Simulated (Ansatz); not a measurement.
The cluster Hg3, relaxed as a singlet with RKS r2SCAN/def2-TZVP in Ansatz, starting from the GFN1-xTB geometry. Force threshold 0.02 eV/Å.

In the def2 sets Hg takes a core potential; there is no spin–orbit coupling. The structure comes from a short search, and lower isomers may exist.

Start:

```xyz
3

Hg   -0.8621   -0.9139   -1.3011
Hg    1.4982    0.9351   -0.3817
Hg   -0.6361   -0.0212    1.6828
```

Q: Estimate the energy that the relaxation releases and the steps that it takes.

A: 0.04 eV, in 4 steps; 5.5 s on 4 threads of Arm Neoverse V2 on a shared host. No frequencies were taken in this run, so the end may be a saddle point.

Q: Does the start keep its bonding and symmetry?

A: By distances, no bond broke or formed. The bond that changes most is Hg2–Hg3, from 3.12 to 3.35 Å (atoms count from 1). The end is the same structure that another start reached. Point group Cs at the start, D3h at the end, both within 0.05 Å.

Q: Predict the relaxed structure.

A: 
Cartesian coordinates in Å:
```
Hg -0.920 -0.977 -1.396
Hg 1.605 1.000 -0.415
Hg -0.685 -0.023 1.811
```
Bond lengths (bridged metal pairs left out): .
